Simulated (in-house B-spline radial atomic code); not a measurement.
Configurations of Ag, with energies counted from [Kr] 4d10 5s1. Computed with a radial B-spline atomic code at the basis-set limit: Dirac-Hartree-Fock, average of configuration, Fermi nucleus of rms radius 4.5454 fm. Energies include first-order Breit, QED and recoil terms.

Occupations are held fixed; configurations that lie above the ionisation limit could autoionise.

| configuration | E - E(ref) (eV) | highest orbital | its <r> (bohr) |
| --- | --- | --- | --- |
| [Kr] 4d10 5p1 | 3.056 | 5p3/2 | 5.415 |
| [Kr] 4d10 5g1 | 5.7875 | 5g9/2 | 27.5 |
| [Kr] 4d10 8p1 | 5.8041 | 8p3/2 | 37.88 |
| [Kr] 4d10 7f1 | 6.054 | 7f5/2 | 67.47 |
| [Kr] 4d9 5s1 6p1 | 9.4817 | 6p3/2 | 12.33 |
| [Kr] 4d9 5s1 5f1 | 10.512 | 5f5/2 | 31.45 |
| [Ar] 3d10 4s2 4p5 4d10 5s2 | 62.869 | 5s1/2 | 3.131 |
| [Ar] 3d10 4s2 4p5 4d10 5s1 7f1 | 69.859 | 7f5/2 | 67.43 |
| [Ar] 3d9 4s2 4p6 4d10 5s1 7p1 | 376.2 | 7p3/2 | 22.76 |
| [Ar] 3d9 4s2 4p6 4d10 5s1 5g1 | 376.52 | 5g9/2 | 27.5 |
| [Ar] 3d9 4s2 4p6 4d10 5s1 9p1 | 376.69 | 9p3/2 | 52.67 |

**Question.** How far above the reference does [Kr] 4d10 5d1 lie?

**Answer.** 4.8472 eV; its least bound orbital is 5d5/2 with <r> = 10.86 bohr.

**Question.** How far above the reference does [Kr] 4d10 7p1 lie?

**Answer.** 5.5122 eV; its least bound orbital is 7p3/2 with <r> = 24.1 bohr.

**Question.** How far above the reference does [Ar] 3d9 4s2 4p6 4d10 5s1 5f1 lie?

**Answer.** 376.52 eV; its least bound orbital is 5f5/2 with <r> = 31.46 bohr.
